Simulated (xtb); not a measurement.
C4H11Ge, doublet, geometry from GFN2-xTB, atoms displaced at random by about 0.1 Å a coordinate. Base run: GFN2-xTB run with xtb.

The xtb input:
```
$ xtb mol.xyz --gfn 2 --uhf 1 --opt --json

# file mol.xyz
16

C     -2.60137481    -1.05179946    -0.68858812
C     -1.31977514     0.15000456    -0.71719941
C     -1.58177698     1.44365466     0.05021368
C     -0.39039019    -0.83534074     0.11725216
Ge     1.34237035     0.01658255     0.24444748
H     -3.24754530    -0.65923320    -0.09411071
H     -2.70460440    -1.49612375    -1.36959240
H     -1.03666337     0.28065440    -1.66155842
H     -2.57716986     1.85782757    -0.49699533
H     -2.12459560     1.29650967     1.06198732
H     -0.81455797     1.90554499     0.10396820
H     -0.76371496    -0.90397910     1.06510962
H     -0.27516843    -1.61681170    -0.42234071
H      1.47352363     1.06969662     1.35257937
H      2.59790927    -0.98935317     0.84328950
H      1.86295531     0.92750775    -0.83311643
```

Variants of this job, named by their change:

| change | ΔE vs base (kcal/mol) | optimiser steps |
|---|---|---|
| base | 0.000 | 15 |
| opt level = loose | 0.033 | 9 |
| opt level = tight | 0.000 | 16 |
| opt level = lax | 0.024 | 10 |
| engine = inertial | 0.018 | - |
| alpb = hexane | -4.54 | 15 |
| engine = lbfgs | 0.000 | - |
| opt level = extreme | -0.002 | 27 |
| opt level = vtight | -0.002 | 21 |
| opt level = crude | 0.239 | 6 |
